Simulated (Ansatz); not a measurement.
BeMe(SiH3) (CH₆BeSi), relaxed as a singlet with RKS r2SCAN-D4/def2-TZVP in Ansatz, starting from the GFN2-xTB geometry. Force threshold 0.02 eV/Å.

Start:

```xyz
9

Be   -0.187   -0.170    0.104
C    -1.387   -1.304    0.620
H    -2.207   -1.436   -0.088
H    -1.881   -1.051    1.560
H    -1.006   -2.315    0.781
Si    1.321    1.246   -0.583
H     2.419    1.567    0.346
H     0.853    2.595   -0.947
H     2.075    0.869   -1.792
```

```csv
step,energy (eV),largest force component (eV/Å),SCF passes
1,-9412.0948,1.005,15
2,-9412.1982,0.299,19
3,-9412.2029,0.017,20
```

Force components are those of the run's own axes.

End:

```xyz
9

Be   -0.195   -0.179    0.099
C    -1.355   -1.275    0.605
H    -2.166   -1.384   -0.125
H    -1.825   -0.983    1.551
H    -0.939   -2.278    0.760
Si    1.323    1.247   -0.586
H     2.384    1.499    0.435
H     0.744    2.581   -0.925
H     2.029    0.774   -1.814
```

By distances, no bond broke or formed. The bond that changes most is Be1–C2, from 1.73 to 1.67 Å (atoms count from 1).

No frequencies were taken in this run, so the end may be a saddle point.

Hardware: 4 threads of Intel Xeon on a shared host. Wall time 8 s.
